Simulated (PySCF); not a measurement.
HfF3, SMILES [Hf+]([F])([F])[F], charge +1, multiplicity 1.

Geometry optimised at PBE0-D3(BJ)/def2-TZVP. The spin state was assumed, not searched. The isomer is the one that the SMILES or the coordinates give; other isomers of the formula were not compared. The def2 effective core potentials stand for the cores of Hf; spin–orbit coupling is left out.

These are PBE0-D3(BJ)/def2-TZVP run with PySCF values and carry that method's errors.

Frequencies are harmonic and unscaled.

Modes within 1.5 cm⁻¹ of each other (mostly degenerate sets) share a row, with their intensities summed.

Computed normal modes with their intensities:
```tsv
mode	ν (cm⁻¹)	IR (km/mol)	moving atoms (share of kinetic energy)
1	135	34.5	F 80 %, Hf 20 %
2–3	182	14.8	F 93 %
4–5	732	295.4	F 87 %, Hf 13 %
6	757	19.5	F 96 %
```
